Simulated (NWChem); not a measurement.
Molecule: C$_{2}$H$_{5}$FSi$_{2}$; SMILES [Si@H]1([SiH2]C=C1)F

```xyz
10

F      0.3882    -2.1465     0.5451
Si     0.0068    -0.8771    -0.4075
C     -1.4922     0.1239     0.1017
C     -0.9993     1.3822     0.2335
Si     0.8812     1.2428     0.0313
H     -0.0423    -1.4289    -1.7939
H     -2.5559    -0.1233     0.2161
H     -1.6364     2.2549     0.4330
H      1.5042     2.0951    -1.0294
H      1.6371     1.4440     1.3055
```
Atoms are numbered in this order, from 1.

Results from NWChem. Geometry: optimised at PBE0/def2-SVP. Level: PBE0/def2-SVP with SMD (1 M gas to 1 M solution), gas-phase geometry. Reactions with the solvent are ignored.

Problem. Estimate the computed values for solvent toluene. Quantities: solvation free energy (kcal/mol); cavity-dispersion-structure term (kcal/mol); dipole in solution (D).

Solution. 
```
Property                                     Result
-------------------------------------------  ------
solvation free energy (kcal/mol)               -1.4
cavity-dispersion-structure term (kcal/mol)    -0.1
dipole in solution (D)                         1.99
```
